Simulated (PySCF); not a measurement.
Bonds: Si1-N5, N5-C6, N5-C9, C6-C7, C7-C8, C8-C9. Si1 carries H2, H3, H4; C6 carries H10, H11; C7 carries H12, H13; C8 carries H14, H15; C9 carries H16, H17.

One averaged value for each set of equivalent atoms, non-relativistic Hamiltonian, one computed conformer, in vacuum. Shielding tensors at B3LYP/pcSseg-1 (GIAO); structure optimised with PBE0-D3(BJ)/def2-SVP; PySCF 2.14.

Referencing at the same level of theory: 13C (179.24 ppm), 1H (31.38 ppm), 29Si (337.86 ppm) against TMS; 15N (263.54 ppm) vs NH3.

| atoms | nucleus | count | δ (ppm) |
| --- | --- | --- | --- |
| H2/H3/H4 | 1H | 3 | 4.58 |
| H12/H13/H14/H15 | 1H | 4 | 1.66 |
| N5 | 15N | 1 | ? |
| C6/C9 | 13C | 2 | 52.8 |
| Si1 | 29Si | 1 | -59.7 |
| H10/H11/H16/H17 | 1H | 4 | ? |
| C7/C8 | 13C | 2 | 31.6 |

Q: Fill in the missing shifts.

A: 
- H10/H11/H16/H17: 2.97 ppm, hydrogen on a carbon bonded to C, N
- N5: 29.7 ppm, nitrogen bonded to 2 C, Si

Shifts are as computed. Against solution values, carbons near 30 ppm lie about +2 ppm off and those near 130 ppm about +6 ppm. Of 1211 compounds with measured shifts, 218 miss one by over three times the rms of a fit or turn the order of signals round; such compounds aren't used in these exercises. Experimental scales use liquid or dissolved standards, which lie at an offset from isolated NH3 (liquid NH3: subtract about 20 ppm).
